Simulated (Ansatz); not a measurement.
`FC#C[SiH3]` → `C#CF` + `[SiH2]` at 700 K and 1 bar (silylene formation by 1,1-elimination).

Gas-phase electronic energies from Ansatz, PBE0-D4/def2-TZVP geometries. CBS: MP2 limit from def2 TZ/QZ plus the TZ coupled-cluster correction, frozen cores. This one scheme is used for every species.

```
     species  CCSD(T)/CBS energy (Eh)  H − E (kJ/mol)  S (J/(mol·K))
`FC#C[SiH3]`               -466.68020           154.0          375.8
      `C#CF`               -176.38388            89.3          279.4
    `[SiH2]`               -290.19011            56.3          240.4
```

H − E and S are ideal-gas, rigid-rotor, harmonic terms from PBE0-D4/def2-TZVP. 1 Eh = 2625.50 kJ/mol, R = 8.31446 J/(mol·K).

Question: By hand: ΔE, ΔH, ΔS and ΔG.

Answer: ΔE = (-176.38388) + (-290.19011) − (-466.68020) = 0.10621 Eh = 278.9 kJ/mol. Δ(H − E) = 89.3 + 56.3 − 154.0 = -8.4, so ΔH = 270.5 kJ/mol. ΔS = 279.4 + 240.4 − 375.8 = 144.0 J/(mol·K). ΔG = 270.5 − 700 × (144.0)/1000 = 169.7 kJ/mol.

Question: By hand: the equilibrium constant, and the temperature at which ΔG would vanish if ΔH and ΔS stayed fixed.

Answer: log₁₀ K = −ΔG/(RT ln 10) = -12.7. ΔG = 0 at ΔH/ΔS = 1878 K.

The number of gas molecules changes by +1, which sets the sign of ΔS. A doubt of 5 kJ/mol in ΔE shifts log₁₀ K by 0.4 here. These are equilibria of isolated gas molecules and say nothing of rates. Largest T1 diagnostic: 0.014 (customary marks: 0.02 for closed shells, 0.045 for open ones).
